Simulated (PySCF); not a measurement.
Two structures, one formula

The two ends of one reaction step of SiH₄SO₂, singlet (PBE0-D4/def2-TZVP).

A:

```
atom    x (Å)    y (Å)    z (Å)
 Si1   0.5057   0.4693   1.0686
  S2  -1.1878  -1.6361  -0.7056
  H3  -1.7962  -0.4579  -0.9143
  O4  -0.2495   1.6541   0.1958
  O5   1.8973   0.3455   0.1592
  H6  -1.9142  -1.8770   0.3963
  H7   0.2314   1.9825  -0.5720
  H8   2.5415  -0.2952   0.4684
```

B:

```
8
angstrom
Si -0.3889 0.0509 0.1669
S -0.5130 -0.7353 -1.8060
H -1.5602 -0.2468 1.0166
O -0.3720 1.6827 0.0757
O 0.9635 -0.6222 0.8051
H 0.1745 -1.8433 -1.4839
H 0.2420 2.0810 -0.5448
H 1.0733 -0.5606 1.7560
```

Computed with PySCF 2.14 with density fitting (its default auxiliary sets; JK sets also for MP2 and CCSD(T)) (basis: def2-TZVPP); correlated methods freeze the cores. B3LYP uses VWN-RPA correlation.

**Question.** Which structure is lower at CCSD(T), and by how much? (An estimate is asked for; the value comes from the calculation.)

**Answer.** By the calculation: B, by 44.14 kcal/mol (electronic energy, against the other). By their contacts, A is a complex of SiH₂O₂ ([OH][Si][OH]) + H₂S and B is SiH₄SO₂ ([OH][SiH]([OH])[SH]).

All methods give the same order:

```csv
method,E(B) − E(A) (kcal/mol)
SPW92,-44.32
PBE-D4,-41.20
r2SCAN-D4,-47.50
PBE0-D4,-45.63
B3LYP-D4,-41.68
BHLYP-D4,-46.22
wB97M-V,-42.18
HF,-47.96
MP2,-47.57
CCSD,-44.50
CCSD(T),-44.14
```

The T1 diagnostic stays at or below 0.014.

Labels in which every atom is bracketed show which atoms are joined, not bond orders.

For scale, one of the runs: CCSD(T)/def2-TZVPP, 202 basis functions, launched by `OMP_NUM_THREADS=4 python run.py`. Time: 11 min of wall clock on 4 CPU threads of an Intel Xeon; the host was shared. Peak host memory: 2.7 GiB.
